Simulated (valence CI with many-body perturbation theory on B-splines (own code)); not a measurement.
## Cu14+ in brief

Calculated by valence CI with perturbative core correlation (CI+MBPT): five valence electrons over a frozen Dirac-Fock core [Ne], a basis of 9 s, 9 p, 8 d, 6 f, 3 g, 1 h functions for each j, with the one-electron correlation potential Σ1 (screened to all orders), the two-electron term Σ2, the three-electron term Σ3, Breit, model QED; selected single and double excitations, second order for the rest, scaled by the run's own slope (own B-spline code, finite nucleus).

No measured spectrum was set against this ion. As an estimate, levels of excited configurations hold to 0.05 to 0.15 % of their energy, terms of the ground configuration to about 0.5 %. Among the levels kept, up to 1600 cm⁻¹ of a level comes from second order outside the variational space, and about a tenth of that is noise between levels of different J, which matters for small intervals.

Rates and lifetimes use the calculated energies. Strong lines usually hold to 10 to 20 %, long lifetimes can be off by a factor of two.

Problem. What is the ground level?

Solution. 3s2 3p3 4S°_3/2, composition 91 % 3s2 3p3 4S° + 6 % 3s2 3p3 2P°, g = 1.951.

Problem. Where does the other parity begin?

Solution. At 3s 3p4 4P_5/2, 41.913 eV.

Problem. What is the ionisation energy?

Solution. 478.23 eV; NIST lists 483.1 ± 0.9 eV (semi-empirical).

Problem. Name the longest-lived excited levels whose lifetime is computed, and their main decay.

Solution. 3s2 3p3 2D°_5/2 at 7.198 eV lives 35.4 ms, mostly by M1 to 3s2 3p3 4S°_3/2; 3s2 3p3 2D°_3/2 at 5.976 eV lives 3.17 ms, mostly by M1 to 3s2 3p3 4S°_3/2; 3s2 3p3 2P°_1/2 at 11.344 eV lives 970 μs, mostly by M1 to 3s2 3p3 4S°_3/2. The lifetime of 3s2 3p2 3d 4F_9/2 is too uncertain to give, and may be longer. The lifetime of 3s2 3p2 3d 2G_9/2 is too uncertain to give, and may be longer.

Problem. How well does LS coupling describe the low levels?

Solution. Among the lowest 20 levels the leading LS term, summed over configurations, holds 87 % on average. For single configurations the figures are 78 % in LS and 60 % in jj coupling. Terms mix most in the J = 7/2 level at 67.485 eV, where the leading one holds 54 %.
